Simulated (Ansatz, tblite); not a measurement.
Forces on AlSi13PH24, a doped nanocrystal cut from the lattice of silicon (Al and P 4.5 A apart) at its PBE-D4/def2-SVP geometry. Charge 0, multiplicity 1.

The xTB rows come from tblite. Single mean-field runs in def2-TZVP are fitted with def2-universal-jkfit. Another isomer (singlet) lies 0.59 eV lower at PBE0-D4/def2-TZVP; other spin states weren't run for this one.

GFN1-xTB (tblite), largest force 0.65 eV/Å:

```xyz
39
positions Å, forces eV/Å
Al   -1.173   -0.491    0.296   -0.540   -0.348    0.116
P     1.000    3.095   -1.398    0.100    0.384   -0.349
Si    1.173   -0.540   -0.517    0.146   -0.134   -0.188
Si    2.308    2.156    1.967    0.303    0.181    0.237
Si   -1.967   -4.665   -0.713    0.101   -0.211   -0.105
Si   -1.161   -2.172    2.086    0.128    0.082   -0.063
Si   -1.438    1.809    1.152   -0.199    0.239    0.055
Si   -2.509   -0.992   -1.701    0.154    0.061   -0.009
Si    1.504    1.008   -2.249    0.318   -0.047   -0.285
Si   -1.769   -3.095   -2.463   -0.246   -0.137   -0.223
Si    2.531    3.697    0.206    0.185    0.218   -0.016
Si    2.805    0.027    1.082    0.318   -0.099   -0.054
Si    0.121    2.428    2.806   -0.094    0.234    0.190
Si   -0.489   -4.184    1.061   -0.081   -0.281    0.215
Si   -1.141    3.366   -0.579   -0.180    0.354    0.033
H     1.667   -1.806   -1.184    0.032    0.342    0.146
H     3.344    2.609    2.970   -0.297   -0.160   -0.251
H    -1.731   -6.063   -1.236   -0.314    0.475    0.262
H    -3.381   -4.618   -0.186    0.499   -0.218   -0.252
H    -0.185   -1.847    3.199   -0.531   -0.217   -0.090
H    -2.501   -2.421    2.741    0.558    0.022    0.088
H     1.167    4.043   -2.456   -0.080   -0.391    0.409
H    -2.797    2.230    1.673    0.325   -0.015   -0.073
H    -2.316    0.014   -2.820   -0.414   -0.323    0.262
H    -4.001   -1.091   -1.472    0.406    0.153   -0.363
H     2.888    1.270   -2.792   -0.646   -0.077   -0.050
H     0.551    0.916   -3.411    0.548    0.080    0.297
H    -0.310   -3.001   -2.847   -0.612   -0.096   -0.064
H    -2.515   -3.594   -3.679    0.502    0.162    0.326
H     3.844    3.674   -0.530   -0.523    0.264    0.265
H     2.164    5.121    0.530    0.336   -0.473   -0.276
H     4.220    0.086    0.558   -0.417   -0.198    0.408
H     2.766   -0.951    2.229    0.260    0.288   -0.453
H    -0.022    1.518    4.000    0.004    0.531   -0.274
H    -0.001    3.857    3.281    0.034   -0.608    0.111
H     0.897   -4.013    0.484   -0.454   -0.236    0.352
H    -0.435   -5.362    2.007    0.227    0.396   -0.420
H    -1.974    3.137   -1.813    0.283    0.327    0.449
H    -1.133    4.846   -0.280   -0.142   -0.522   -0.362
```

GFN2-xTB (tblite), largest force 0.72 eV/Å:

```
Al -0.443 -0.500 0.015
P 0.159 0.505 -0.438
Si 0.137 -0.187 -0.072
Si 0.226 0.047 0.253
Si 0.232 -0.059 -0.081
Si 0.059 0.080 -0.028
Si -0.260 0.028 0.169
Si 0.041 0.042 0.015
Si 0.241 -0.317 -0.588
Si -0.217 -0.307 -0.032
Si 0.460 0.381 0.182
Si 0.370 -0.268 0.221
Si 0.021 0.119 0.563
Si -0.203 -0.266 0.034
Si -0.538 0.456 -0.165
H -0.009 0.365 0.100
H -0.322 -0.082 -0.377
H -0.264 0.493 0.236
H 0.517 -0.126 -0.236
H -0.350 -0.158 -0.117
H 0.456 0.000 -0.015
H -0.073 -0.461 0.532
H 0.327 0.034 -0.128
H -0.233 -0.228 0.188
H 0.348 0.078 -0.255
H -0.617 0.054 0.016
H 0.490 0.184 0.399
H -0.547 -0.038 0.023
H 0.451 0.207 0.357
H -0.603 0.178 0.170
H 0.204 -0.516 -0.342
H -0.432 -0.121 0.335
H 0.172 0.382 -0.496
H 0.036 0.517 -0.410
H 0.035 -0.567 0.006
H -0.466 -0.127 0.284
H 0.169 0.431 -0.400
H 0.421 0.253 0.435
H 0.004 -0.506 -0.353
```

PBE-D4/def2-TZVP (Ansatz), largest force 0.15 eV/Å:

```
Al -0.015 -0.025 -0.006
P 0.023 0.042 -0.014
Si 0.088 -0.013 -0.034
Si 0.042 0.030 0.030
Si -0.032 -0.051 -0.005
Si 0.009 -0.050 0.093
Si -0.029 0.099 0.038
Si -0.054 0.008 -0.090
Si 0.021 0.068 -0.021
Si -0.006 -0.016 -0.052
Si -0.030 0.010 -0.068
Si 0.049 -0.007 0.008
Si -0.004 0.031 0.042
Si 0.026 -0.038 0.024
Si 0.044 0.040 -0.040
H -0.036 0.103 0.043
H -0.077 -0.030 -0.081
H -0.025 0.125 0.048
H 0.133 -0.013 -0.054
H -0.104 -0.036 -0.097
H 0.128 0.015 -0.052
H -0.018 -0.099 0.108
H 0.093 -0.026 -0.041
H -0.032 -0.094 0.104
H 0.133 0.007 -0.033
H -0.137 -0.017 0.043
H 0.089 0.016 0.104
H -0.139 -0.005 0.033
H 0.075 0.041 0.102
H -0.128 0.012 0.067
H 0.042 -0.134 -0.041
H -0.126 -0.014 0.056
H 0.011 0.090 -0.107
H 0.014 0.100 -0.111
H 0.012 -0.142 -0.034
H -0.130 -0.019 0.060
H 0.006 0.099 -0.088
H 0.082 0.030 0.112
H 0.001 -0.140 -0.043
```
